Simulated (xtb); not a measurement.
xtb input (GFN2-xTB):

```bash
xtb mol.xyz --gfn 2 --ohess tight --chrg -1 --uhf 0
```
mol.xyz:
```
7

F      2.06869465     0.13204370     0.08846100
C      0.78115981    -0.15251008     0.13196649
N      0.22199665    -1.21281707     0.62402849
C     -1.14090808    -1.28547217     0.59367071
C     -1.63988080    -0.16732334    -0.07142346
S     -0.33363507     0.98851537    -0.59571148
H     -2.66012703     0.12818876    -0.28622964
```

End of the output:

```
   ------------------------------------------------------------------------
       1    236.71    -0.54486 ( 99.80%)    -0.59582 (  0.20%)    -0.54496
   ------------------------------------------------------------------------

   temp. (K)  partition function   enthalpy   heat capacity  entropy
                                   cal/mol     cal/K/mol   cal/K/mol   J/K/mol
 298.15  VIB   3.31                 1433.977     11.963      7.187
         ROT  0.141E+06              888.752      2.981     26.540
         INT  0.465E+06             2322.729     14.944     33.726
         TR   0.998E+27             1481.254      4.968     39.762
         TOT                        3803.9831    19.9117    73.4886   307.4762

       T/K    H(0)-H(T)+PV         H(T)/Eh          T*S/Eh         G(T)/Eh
   ------------------------------------------------------------------------
    298.15    0.606203E-02    0.379122E-01    0.349168E-01    0.299545E-02
   ------------------------------------------------------------------------

         :::::::::::::::::::::::::::::::::::::::::::::::::::::
Note: The following floating-point exceptions are signalling: IEEE_DENORMAL
normal termination of xtb
         ::                  THERMODYNAMIC                  ::
         :::::::::::::::::::::::::::::::::::::::::::::::::::::
         :: total free energy         -17.967851617760 Eh   ::
         ::.................................................::
         :: total energy              -17.970847065790 Eh   ::
         :: zero point energy           0.031850212012 Eh   ::
         :: G(RRHO) w/o ZPVE           -0.028854763982 Eh   ::
         :: G(RRHO) contrib.            0.002995448030 Eh   ::
         :::::::::::::::::::::::::::::::::::::::::::::::::::::

optimized geometry written to: xtbopt.xyz

           -------------------------------------------------
          | TOTAL ENERGY              -17.970847065790 Eh   |
          | TOTAL ENTHALPY            -17.932934820867 Eh   |
          | TOTAL FREE ENERGY         -17.967851617760 Eh   |
          | GRADIENT NORM               0.000256224512 Eh/α |
          | HOMO-LUMO GAP               2.142667025894 eV   |
           -------------------------------------------------

------------------------------------------------------------------------
------------------------------------------------------------------------
 total:
 SCF:
 ANC optimizer:
 analytical hessian:
```

It need not be the lowest isomer of its formula. Whether it binds its extra electron was not tested at this geometry.
